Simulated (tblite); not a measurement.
Species: C5H6BNO3.
Atom-mapped SMILES: `[CH2:1]=[CH:2][C@@H:3]1[O:4][B:5]([OH:6])[O:7][C@@H:8]1[C:9]#[N:10]` (hydrogens: H11, H12 on C1; H13 on C2; H14 on C3; H15 on O6; H16 on C8)

Computed with GFN2-xTB (tblite), gas phase: L-BFGS steps from a force-field or distance-geometry start until the largest atomic force falls under 0.01 eV/Å.

Step 33: E = -820.8269 eV
```
atom  x, y, z in Å  |  force x, y, z in eV/Å
C1      2.4952    0.1198    0.4871    0.032  -0.037   0.001
C2      1.2073   -0.1302    0.6157   -0.010   0.066  -0.056
C3      0.3582   -0.4643   -0.5880   -0.049  -0.045  -0.003
O4      0.1313    0.7391   -1.3070   -0.047  -0.008   0.061
B5     -1.1112    1.2021   -0.9678   -0.044  -0.001   0.042
O6     -1.5233    2.4352   -1.2629   -0.047   0.033  -0.026
O7     -1.8624    0.2480   -0.2832    0.114   0.011  -0.082
C8     -1.0778   -0.9311   -0.2019   -0.046   0.001   0.062
C9     -1.1481   -1.5232    1.1199   -0.067   0.044   0.108
N10    -1.2254   -1.9785    2.1657    0.006  -0.001  -0.110
H11     2.9693    0.0234   -0.4751    0.101  -0.030   0.028
H12     3.1120    0.4304    1.3115   -0.018  -0.003   0.011
H13     0.6776    0.0136    1.5487    0.094  -0.050  -0.036
H14     0.8576   -1.1762   -1.2534    0.017   0.022   0.028
H15    -2.3983    2.6697   -0.9577   -0.056  -0.041  -0.014
H16    -1.4694   -1.6690   -0.9216    0.021   0.039  -0.013
```

Step 34: E = -820.8290 eV
```
atom  x, y, z in Å  |  force x, y, z in eV/Å
C1      2.4972    0.1164    0.4865    0.033   0.000  -0.003
C2      1.2092   -0.1330    0.6124    0.010   0.094   0.000
C3      0.3570   -0.4648   -0.5871   -0.048  -0.028   0.003
O4      0.1294    0.7397   -1.3041   -0.004  -0.009   0.012
B5     -1.1140    1.2026   -0.9718   -0.039  -0.042   0.109
O6     -1.5243    2.4367   -1.2637   -0.069   0.041  -0.035
O7     -1.8634    0.2481   -0.2838    0.091   0.044  -0.095
C8     -1.0782   -0.9299   -0.1994   -0.063   0.022   0.038
C9     -1.1508   -1.5200    1.1224   -0.041   0.090  -0.107
N10    -1.2284   -1.9860    2.1614   -0.011  -0.077   0.119
H11     2.9753    0.0233   -0.4724    0.112  -0.046  -0.021
H12     3.1099    0.4353    1.3103   -0.009  -0.020   0.035
H13     0.6849    0.0138    1.5468    0.054  -0.052  -0.007
H14     0.8579   -1.1766   -1.2497    0.009   0.005  -0.020
H15    -2.3997    2.6710   -0.9587   -0.044  -0.044  -0.020
H16    -1.4695   -1.6677   -0.9190    0.018   0.022  -0.010
```

Step 35: E = -820.8314 eV
```
atom  x, y, z in Å  |  force x, y, z in eV/Å
C1      2.4995    0.1105    0.4880    0.036   0.029  -0.026
C2      1.2104   -0.1352    0.6091    0.033   0.067   0.023
C3      0.3554   -0.4638   -0.5890   -0.007   0.004   0.020
O4      0.1285    0.7444   -1.2999    0.019  -0.006  -0.020
B5     -1.1172    1.2047   -0.9741   -0.019  -0.034   0.100
O6     -1.5295    2.4396   -1.2637   -0.071   0.009  -0.021
O7     -1.8655    0.2456   -0.2940    0.019   0.043  -0.053
C8     -1.0792   -0.9299   -0.2003   -0.046   0.034   0.016
C9     -1.1504   -1.5115    1.1257   -0.049   0.046  -0.088
N10    -1.2256   -1.9793    2.1643   -0.011  -0.047   0.085
H11     2.9822    0.0220   -0.4690    0.107  -0.051  -0.027
H12     3.1079    0.4317    1.3140   -0.006  -0.035   0.039
H13     0.6907    0.0061    1.5458    0.018  -0.036   0.015
H14     0.8584   -1.1729   -1.2526   -0.005   0.001  -0.038
H15    -2.4059    2.6699   -0.9576   -0.032  -0.045  -0.028
H16    -1.4672   -1.6730   -0.9165    0.015   0.022   0.003
```

Step 36: E = -820.8340 eV
```
atom  x, y, z in Å  |  force x, y, z in eV/Å
C1      2.5033    0.1023    0.4900    0.039   0.060  -0.036
C2      1.2124   -0.1372    0.6047    0.056   0.005   0.044
C3      0.3536   -0.4613   -0.5921    0.046   0.036   0.035
O4      0.1292    0.7525   -1.2946    0.012   0.003  -0.032
B5     -1.1200    1.2088   -0.9752    0.003  -0.016   0.035
O6     -1.5396    2.4429   -1.2649   -0.046  -0.032   0.007
O7     -1.8693    0.2429   -0.3118   -0.067   0.019   0.025
C8     -1.0814   -0.9288   -0.2020   -0.001   0.044  -0.011
C9     -1.1502   -1.4977    1.1303   -0.058  -0.004  -0.069
N10    -1.2204   -1.9669    2.1692   -0.013  -0.006   0.036
H11     2.9935    0.0180   -0.4636    0.092  -0.046  -0.029
H12     3.1055    0.4242    1.3209   -0.005  -0.056   0.028
H13     0.6985   -0.0077    1.5455   -0.014  -0.005   0.023
H14     0.8580   -1.1661   -1.2599   -0.026   0.006  -0.037
H15    -2.4169    2.6651   -0.9550   -0.028  -0.043  -0.039
H16    -1.4638   -1.6821   -0.9115    0.012   0.035   0.021
```

**Question.** Estimate the geometry and energy of step 37. (The exact step hangs on the optimiser's Hessian estimate; all steps are aligned on step 36, rigid shifts and turns removed.)

**Answer.** E = -820.8354 eV, largest force 0.106 eV/Å
```
atom  x, y, z in Å  |  force x, y, z in eV/Å
C1      2.5056    0.0992    0.4906    0.043   0.058  -0.043
C2      1.2142   -0.1383    0.6033    0.055  -0.022   0.036
C3      0.3535   -0.4595   -0.5932    0.057   0.042   0.033
O4      0.1305    0.7568   -1.2923   -0.003   0.005  -0.020
B5     -1.1205    1.2108   -0.9753    0.006   0.004  -0.008
O6     -1.5457    2.4433   -1.2660   -0.023  -0.042   0.015
O7     -1.8713    0.2428   -0.3199   -0.088   0.004   0.059
C8     -1.0826   -0.9268   -0.2026    0.023   0.041  -0.021
C9     -1.1516   -1.4904    1.1319   -0.049  -0.037  -0.027
N10    -1.2177   -1.9609    2.1709   -0.018   0.023  -0.009
H11     3.0004    0.0146   -0.4610    0.074  -0.037  -0.021
H12     3.1044    0.4199    1.3243    0.006  -0.058   0.030
H13     0.7017   -0.0149    1.5455   -0.021   0.012   0.027
H14     0.8571   -1.1624   -1.2642   -0.036   0.010  -0.026
H15    -2.4234    2.6596   -0.9536   -0.036  -0.037  -0.042
H16    -1.4623   -1.6849   -0.9084    0.009   0.035   0.016
```

The energy changes by -0.0013 eV. The first-order estimate −F·Δx gives -0.0017 eV and the mean of the old and new forces, exact on a quadratic surface, -0.0013 eV. The step makes an angle of 74° with the force vector and moves no atom by more than 0.009 Å.

What follows is the cost of the whole relaxation. The run took 1.6 s on Arm Neoverse N1, one thread (shared host).
